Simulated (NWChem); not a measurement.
System: InHCl2; SMILES [Cl][InH][Cl]

Program: NWChem. The geometry was optimised at PBE0/def2-SVP. def2 effective core potentials on In; no spin-orbit coupling. B3LYP is NWChem's, with the RPA form of VWN correlation. Static field.

| level | isotropic polarisability (bohr³) | anisotropy (bohr³) |
|---|---|---|
| PBE/def2-SVPD | 67.6 | 29.8 |
| B3LYP/def2-SVPD | 65.4 | 28.0 |
| CAM-B3LYP/def2-SVPD | 63.6 | 26.2 |
| LC-BLYP (range parameter 0.33 per bohr)/def2-SVPD | [?] | 26.5 |

Task: Some entries are withheld; supply them.

Result: 
- LC-BLYP (range parameter 0.33 per bohr)/def2-SVPD, isotropic polarisability (bohr³): 64.3
